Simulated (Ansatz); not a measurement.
Consider the formal hydrolysis of a C–B bond: `BC(=O)OC` + H₂O → `COC(=O)O` + BH₃.

Gas-phase electronic energies from Ansatz, PBE0-D4/def2-TZVP geometries. CCSD(T)/CBS is the MP2 limit (def2-TZVPP, def2-QZVPP) plus CCSD(T) − MP2 in def2-TZVPP, frozen cores. This one scheme is used for every species. Functionals use def2-TZVPP. One conformer a species, not always the lowest.

`BC(=O)OC`:

Cartesian coordinates in Å:
```
B 0.114 1.243 1.669
C 0.172 0.499 0.302
O 0.798 1.113 -0.537
O -0.407 -0.677 0.097
C -0.256 -1.221 -1.218
H 1.001 1.087 2.449
H -0.742 2.051 1.851
H 0.798 -1.376 -1.448
H -0.788 -2.170 -1.205
H -0.688 -0.550 -1.960
```

H₂O:

```xyz
3

O     0.104    0.269    0.262
H     0.529    0.075   -0.577
H    -0.633   -0.343    0.315
```

`COC(=O)O`:

```xyz
9

C     0.782    1.039   -0.484
O    -0.511    0.482   -0.270
C    -0.510   -0.700    0.327
O     0.456   -1.315    0.687
O    -1.775   -1.106    0.466
H     0.611    1.993   -0.977
H     1.297    1.187    0.466
H     1.382    0.384   -1.117
H    -1.733   -1.965    0.902
```

BH₃:

Z-matrix (Å, degrees):
```
B
H 1 1.193
H 1 1.193 2 120.0
H 1 1.193 2 120.0 3 180.0
```

Q: Is it downhill or uphill in electronic energy at CCSD(T)/CBS, and by how much? (Estimate.)

A: Ansatz gave: Uphill: ΔE = +0.15 eV.

Q: What do these levels give: r2SCAN-D4, r2SCAN0-D4, BHLYP-D4, ωB97M-V, CCSD(T)/def2-SVP, CCSD/def2-TZVPP? (Estimate.)

A: Computed: r2SCAN-D4 0.07, r2SCAN0-D4 -0.01, BHLYP-D4 -0.04, ωB97M-V 0.02, CCSD(T)/def2-SVP -0.18, CCSD/def2-TZVPP 0.02 eV.

Largest T1 diagnostic among the species: 0.018.

From BLYP to BHLYP (50 % exact exchange), in def2-TZVPP and without D4, ΔE moves by −0.23 eV. At CCSD(T), def2-SVP lies −0.32 eV from the extrapolated value and def2-TZVPP −0.08 eV.
